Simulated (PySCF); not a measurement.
**Polarisability and C₆ of Ta⁺ (tantalum, charge +1)**

[Xe] 4f14 5d3 6s1, high-spin 5F determinant. Computed with PySCF 2.14 in x2c-TZVPPall with one added diffuse shell each of s, p, d, f type (12s8p8d4f1g, 113 functions), with the spin-free X2C one-electron Hamiltonian (Gaussian nucleus). Coupled (time-dependent) response in atomic units; α is the mean over directions.

```json
{"method": "UHF", "mean α (bohr³)": "52.97", "C₆ (like pair)": "480.7", "S(−4)": "1420"}
```

S(−4) is the Cauchy moment in α(ω) = α(0) + S(−4) ω² + …

Spin-orbit coupling is absent.

α(iu) at UHF:

| u (hartree) | α(iu) (bohr³) |
| --- | --- |
| 0 | 52.97 |
| 0.0500 | 49.68 |
| 0.100 | 42.17 |
| 0.200 | 27.68 |
| 0.300 | 19.05 |
| 0.500 | 11.18 |
| 0.750 | 7.191 |
| 1.00 | 5.191 |
| 1.50 | 3.171 |
| 2.00 | 2.160 |
| 3.00 | 1.186 |
| 5.00 | 0.5069 |

A single London oscillator, α(iu) = α/(1 + u²/ω²), gives C₆ = (3/4) ω α². Matching the computed C₆ needs ω = 4 × 480.7 / (3 × 52.97²) = 0.228 hartree.

For an ion, C₆ is the dispersion term alone; charge-induced terms of lower order in 1/R come first.

Spin-orbit coupling, absent here, splits the open shell strongly.
